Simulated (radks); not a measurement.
The numbers below are computed, except where a source is named.
Q: Mn III, 23 electrons, occupied as [Ar] 3d4 4s1 (not the ground configuration). Level of theory: Dirac Kohn-Sham, exchange-only B88, spin-unpolarised, spherical densities, finite nucleus; open shells are shared between the two j in proportion to 2j + 1; Fermi nuclear charge, rms radius 3.7057 fm (a radial shooting solver on a logarithmic mesh with Libxc functionals). Some entries of the table are withheld. Estimate them.

| orbital | occ. | eigenvalue (eV) | <r^2> (bohr^2) | <1/r> (bohr^-1) |
|---|---|---|---|---|
| 1s1/2 | 2 | (1) | 0.004988 | 24.93 |
| 2s1/2 | 2 | -768.4376 | 0.09221 | 5.322 |
| 2p1/2 | 2 | -661.8270 | 0.07399 | 5.266 |
| 2p3/2 | 4 | -651.3888 | 0.07565 | 5.180 |
| 3s1/2 | 2 | (2) | 0.8231 | 1.678 |
| 3p1/2 | 2 | (3) | (4) | 1.556 |
| 3p3/2 | 4 | (5) | (6) | 1.536 |
| 3d3/2 | 1.6 | -29.1596 | 1.465 | 1.221 |
| 3d5/2 | 2.4 | -29.0223 | 1.476 | 1.216 |
| 4s1/2 | 1 | -20.9171 | 7.104 | 0.5249 |
| 4p1/2 | 0 | -15.1055 | 9.893 | 0.4414 |
| 4p3/2 | 0 | -14.9866 | 10.03 | 0.4379 |
| 4d3/2 | 0 | -7.8344 | 22.79 | 0.2949 |
| 4d5/2 | 0 | -7.8243 | 22.86 | 0.2946 |

A: 
(1) 1s1/2 eigenvalue (eV): -6454.587
(2) 3s1/2 eigenvalue (eV): -109.2208
(3) 3p1/2 eigenvalue (eV): -78.6785
(4) 3p1/2 <r^2> (bohr^2): 0.9230
(5) 3p3/2 eigenvalue (eV): -77.3698
(6) 3p3/2 <r^2> (bohr^2): 0.9409
